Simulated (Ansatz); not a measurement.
Frontier orbitals of C₃H₈AlCl, SMILES `C[CH2][Al]([CH3])[Cl]`.

Charge 0, multiplicity 1. The structure was optimised at the PBE0-D4/def2-TZVP level. It is one conformer, not always the lowest. Basis def2-TZVPP, the Gaussian-basis code of Ansatz.

```json
{"functional": "LDA (SPW92)", "HOMO (eV)": "-6.40", "LUMO (eV)": "-1.66", "gap (eV)": "4.74"}
{"functional": "PBE", "HOMO (eV)": "-6.29", "LUMO (eV)": "-1.41", "gap (eV)": "4.88"}
{"functional": "revPBE", "HOMO (eV)": "-6.24", "LUMO (eV)": "-1.29", "gap (eV)": "4.95"}
{"functional": "BLYP", "HOMO (eV)": "-6.17", "LUMO (eV)": "-1.30", "gap (eV)": "4.87"}
{"functional": "B97M-V", "HOMO (eV)": "-6.62", "LUMO (eV)": "-1.22", "gap (eV)": "5.40"}
{"functional": "PBE0", "HOMO (eV)": "-7.54", "LUMO (eV)": "-0.63", "gap (eV)": "6.91"}
{"functional": "HSE06 (plane-wave form)", "HOMO (eV)": "-7.14", "LUMO (eV)": "-1.00", "gap (eV)": "6.14"}
{"functional": "CAM-B3LYP", "HOMO (eV)": "-8.90", "LUMO (eV)": "0.30", "gap (eV)": "9.20"}
{"functional": "ωB97M-V", "HOMO (eV)": "-9.74", "LUMO (eV)": "0.96", "gap (eV)": "10.70"}
```

Against PBE, PBE0 changes HOMO and LUMO by −1.25 and +0.78 eV, ωB97M-V by −3.45 and +2.37 eV. A gap of 4.88 eV thus becomes 10.69 eV for the same molecule, so an orbital gap means little without its functional. A positive LUMO is unbound and depends on the basis.
